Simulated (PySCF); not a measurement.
C2H5B, SMILES BC=C.

The structure is a stationary point at B3LYP-D3(BJ)/def2-TZVP.

The numbers are results of B3LYP/def2-TZVPD run with PySCF, not measurements.

Symmetry labels are those of the subgroup Cs that the program uses (full group Cs).

Question: List the valence orbital energies around the gap with their symmetry. (Estimate from the structure and the level; the computed values follow.)

Answer: 
```tsv
orbital	symmetry	energy (eV)
HOMO−7	A'	-21.17
HOMO−6	A'	-16.23
HOMO−5	A'	-13.79
HOMO−4	A'	-12.51
HOMO−3	A'	-11.13
HOMO−2	A'	-9.14
HOMO−1	A'	-9.00
HOMO	A"	-8.26
LUMO	A"	-2.32
LUMO+1	A'	0.21
LUMO+2	A"	0.65
LUMO+3	A'	0.81
```
